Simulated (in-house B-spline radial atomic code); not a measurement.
K⁺. Computed with a B-spline radial atomic code. Model: all-electron spherical atom, spin shells full or empty, radial basis limit, no spin-orbit coupling, Breit or QED, empty-state partial waves extrapolated as (l+1/2)^-4, RPA, G0W0 and static COHSEX of the highest shell as one setting changes (uncorrelated shells keep exact exchange).

Given: element K; charge 1; filled core Ne; hamiltonian one-electron scalar X2C; mean-field start r2SCAN; highest l of empty states 9; nuclear rms radius 3.4349 fm; highest mean-field shell 3p.

Shell: 3s 1 1, 3p 3 3 (electrons up and down).

```json
{"lowest nl shells left uncorrelated": "0", "RPA correlation energy (hartree)": "-1.1161", "G0W0 level (eV)": "-31.59", "G0W0 minus most complete (meV)": "0", "COHSEX level (eV)": "-34.89", "linearised minus solved G0W0 (meV)": "-42.6"}
{"lowest nl shells left uncorrelated": "1", "RPA correlation energy (hartree)": "-0.98059", "G0W0 level (eV)": "-31.583", "G0W0 minus most complete (meV)": "6.7", "COHSEX level (eV)": "-34.886", "linearised minus solved G0W0 (meV)": "-42.5"}
{"lowest nl shells left uncorrelated": "2", "RPA correlation energy (hartree)": "?", "G0W0 level (eV)": "?", "G0W0 minus most complete (meV)": "?", "COHSEX level (eV)": "?", "linearised minus solved G0W0 (meV)": "?"}
{"lowest nl shells left uncorrelated": "3", "RPA correlation energy (hartree)": "?", "G0W0 level (eV)": "?", "G0W0 minus most complete (meV)": "?", "COHSEX level (eV)": "?", "linearised minus solved G0W0 (meV)": "?"}
{"lowest nl shells left uncorrelated": "4", "RPA correlation energy (hartree)": "-0.29857", "G0W0 level (eV)": "-32.144", "G0W0 minus most complete (meV)": "-554.9", "COHSEX level (eV)": "-35.175", "linearised minus solved G0W0 (meV)": "-42.3"}
```

Question: What follows for lowest nl shells left uncorrelated = 3?

Answer: RPA correlation energy -0.43012 hartree; G0W0 level -31.461 eV; G0W0 minus most complete 128.6 meV; COHSEX level -34.646 eV; linearised minus solved G0W0 -40.7 meV.

Question: What follows for lowest nl shells left uncorrelated = 2?

Answer: RPA correlation energy -0.82902 hartree; G0W0 level -31.571 eV; G0W0 minus most complete 18.6 meV; COHSEX level -34.869 eV; linearised minus solved G0W0 -42.3 meV.
